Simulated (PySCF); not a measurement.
A calculated (r2SCAN, PySCF 2.14, cc-pVTZ-DK, the spin-free X2C one-electron Hamiltonian (Gaussian nucleus)) atom or ion has these occupied shells.

| shell | electrons | orbital energy (eV) | rms radius, mean of both spins (bohr) |
| --- | --- | --- | --- |
| 1s | 2 | -11774.8 | 0.0524 |
| 2s | 2 | -1534.1 | 0.220 |
| 2p | 6 | -1347.8 | 0.196 |
| 3s | 2 | -230.39 | 0.640 |
| 3p | 6 | -171.94 | 0.667 |
| 3d | 10 | -76.165 | 0.752 |
| 4s | 2 | -44.707 | 1.86 |

Name the element and its charge.

As³⁺ (arsenic, charge +3), in [Ar] 3d10 4s2, closed-shell 1S.
